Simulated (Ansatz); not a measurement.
Consider the substitution at a C–Sn bond: `[CH3][SnH]([CH3])[CH3]` + `C[SiH](N)O` → `CN[SiH](C)O` + `[CH3][SnH2][CH3]`.

Isolated molecules relaxed with PBE0-D4/def2-TZVP in Ansatz; ΔE leaves out vibrations. CBS: MP2 limit from def2 TZ/QZ plus the TZ coupled-cluster correction, frozen cores. Functionals use def2-TZVPP. Elements past krypton have def2 core potentials. For Sn outer-core shells are correlated without core-valence functions, which leaves a few kJ/mol of doubt a bond. Each species was taken in one conformer, which may not be the lowest.

| level | ΔE (eV) |
| --- | --- |
| revPBE-D4 | 0.59 |
| BLYP-D4 | 0.60 |
| PBE0-D4 | 0.62 |
| r2SCAN0-D4 | 0.64 |
| r2SCAN0 | 0.65 |
| CAM-B3LYP | 0.59 |
| CCSD(T)/def2-SVP | 0.43 |
| MP2/def2-TZVPP | 0.75 |

Task: What does CCSD(T)/CBS give? (Best estimate.)

Result: Ansatz gave: +0.73 eV. The listed levels differ from it by -0.14, -0.13, -0.11, -0.09, -0.08, -0.14, -0.30, 0.02 eV.

Largest T1 diagnostic among the species: 0.011.

In def2-TZVPP, CCSD(T) changes the Hartree–Fock value by +0.12 eV (the triples alone add +0.01 eV) and MP2 by +0.19 eV. At CCSD(T), def2-SVP lies −0.31 eV from the extrapolated value and def2-TZVPP −0.06 eV. Leaving LDA and LC-ωPBE aside and taking each functional with its dispersion term where it has one, the values, not all of them listed here, spread over 0.09 eV, from B97M-V to PBE-QIDH. LDA lies −0.08 eV from PBE without D4.
